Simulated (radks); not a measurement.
Coherent X-ray form factor from a spherical all-electron density. Calculated with a radial shooting solver on a logarithmic mesh with Libxc functionals: Dirac Kohn-Sham, PBEsol, spin-unpolarised, spherical densities, point nucleus.

| sin(theta)/lambda (1/angstrom) | f0 (electrons) |
|---|---|
| 0.05 | 68.453 |
| 0.1 | 66.885 |
| 0.15 | 64.492 |
| 0.2 | 61.532 |
| 0.25 | 58.267 |
| 0.3 | 54.914 |
| 0.4 | 48.510 |
| 0.5 | 42.916 |
| 0.6 | 38.169 |
| 0.8 | 30.635 |
| 1 | 25.044 |
| 1.25 | 20.252 |
| 1.5 | 17.252 |
| 2 | 13.670 |

The species is in the configuration that NIST lists as its ground one. Which atom or ion scatters so?

Answer. The tantalum ion Ta4+, [Xe] 4f14 5d1. Extrapolating in s^2 from the first two rows gives f0(0) = 69.0, near the electron count 69; among species with that count, the fall with angle is slower the higher Z, and the table is that of Z = 73; from so few rows the species is fixed only to a neighbour or two.
